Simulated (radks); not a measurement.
The numbers below are computed, except where a source is named.
Kinetic energies: the exact non-interacting value of the Kohn-Sham orbitals and orbital-free approximations, as 100 (|E| - |E exact|)/|E exact|, negative where the magnitude is too small. Species: Mn+ [Ar] 3d5 4s1; Sb [Kr] 4d10 5s2 5p3; Si4+ [Ne]; He [He]; La3+ [Xe]. Level of theory: non-relativistic Kohn-Sham, r2SCAN, spin-polarised, spherical densities, point nucleus; meta-GGA in the generalised Kohn-Sham scheme (a radial shooting solver on a logarithmic mesh with Libxc functionals). Every spin shell is full or empty, so the densities are truly spherical. Functionals are evaluated on that one density, not self-consistently.

[
 {"functional": "exact (hartree)", "Mn+": "1149.83", "Sb": "6313.61", "Si4+": "285.235", "He": "2.87260", "La3+": "8219.91"},
 {"functional": "Thomas-Fermi", "Mn+": "-6.59", "Sb": "-5.25", "Si4+": "-7.46", "He": "-10.95", "La3+": "-5.13"},
 {"functional": "von Weizsacker", "Mn+": "-47.22", "Sb": "-58.70", "Si4+": "-35.73", "He": "0.00", "La3+": "-60.14"},
 {"functional": "TF + vW", "Mn+": "+46.19", "Sb": "+36.05", "Si4+": "+56.80", "He": "+89.05", "La3+": "+34.73"},
 {"functional": "TF + vW/9", "Mn+": "-0.73", "Sb": "-0.66", "Si4+": "-0.32", "He": "+0.16", "La3+": "-0.70"},
 {"functional": "TF + vW/5", "Mn+": "+3.96", "Sb": "+3.01", "Si4+": "+5.39", "He": "+9.05", "La3+": "+2.84"},
 {"functional": "LC94", "Mn+": "+0.02", "Sb": "+0.08", "Si4+": "+0.30", "He": "-0.16", "La3+": "+0.04"},
 {"functional": "APBEK", "Mn+": "+0.12", "Sb": "+0.14", "Si4+": "+0.42", "He": "-0.23", "La3+": "+0.08"},
 {"functional": "revAPBEK", "Mn+": "+0.40", "Sb": "+0.31", "Si4+": "+0.82", "He": "+0.65", "La3+": "+0.25"},
 {"functional": "Perdew 92", "Mn+": "-0.72", "Sb": "-0.65", "Si4+": "-0.31", "He": "+0.19", "La3+": "-0.69"},
 {"functional": "Thakkar", "Mn+": "-0.35", "Sb": "-0.56", "Si4+": "+0.14", "He": "+0.14", "La3+": "-0.65"},
 {"functional": "Pearson", "Mn+": "-1.30", "Sb": "-0.90", "Si4+": "-1.63", "He": "-4.63", "La3+": "-0.91"},
 {"functional": "LKT", "Mn+": "+25.53", "Sb": "+19.07", "Si4+": "+33.21", "He": "+59.20", "La3+": "+18.24"},
 {"functional": "PG1", "Mn+": "+20.37", "Sb": "+14.98", "Si4+": "+27.18", "He": "+51.55", "La3+": "+14.29"},
 {"functional": "DePristo-Kress", "Mn+": "-0.05", "Sb": "-0.08", "Si4+": "+0.26", "He": "-0.02", "La3+": "-0.14"},
 {"functional": "Ernzerhof", "Mn+": "-0.27", "Sb": "-0.38", "Si4+": "+0.51", "He": "+3.46", "La3+": "-0.44"}
]
